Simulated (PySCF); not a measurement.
# Relaxation of singlet SeOBr2

Method: PBE in PySCF with Se def2-SVP, O def2-SVP, Br def2-SVP; no relativity; density-fitted integrals. A (50,194) grid was used.

A start displaced from a saddle point along its imaginary mode, of Cs symmetry, held to at least that symmetry:

```xyz
4
charge 0 multiplicity 1, angstrom
Se   -0.1058   -0.1833    0.2114
O    -0.9211   -1.5953   -0.2500
Br    2.3006   -0.9890   -0.0817
Br   -2.0067    1.4979   -0.0817
```

Optimiser trace:
```
step  E − E(last) (kJ/mol)  largest gradient (Eh/bohr)
   0                 78.73                     0.04053
   1                 56.53                     0.01069
   2                 40.46                     0.01790
   3                 27.36                     0.05558
   4                  9.48                     0.02065
   5                  0.41                     0.00271
   6                  0.14                     0.00249
   7                  0.01                     0.00048
   8                  0.00                     0.00021
   9                  0.00                     0.00006
```

It ends at Cs with Se–Br 2.436 Å (×2), Se–O 1.626 Å; Br–Se–Br 99.6°, Br–Se–O 107.5° (×2) (after a last refinement on a finer grid). The frequency run here used a shortcut that can spoil soft modes, so no verdict on minimum or saddle point is given. Other isomers or separated fragments may lie lower.

The relaxation took roughly 70 core-seconds on a shared host.
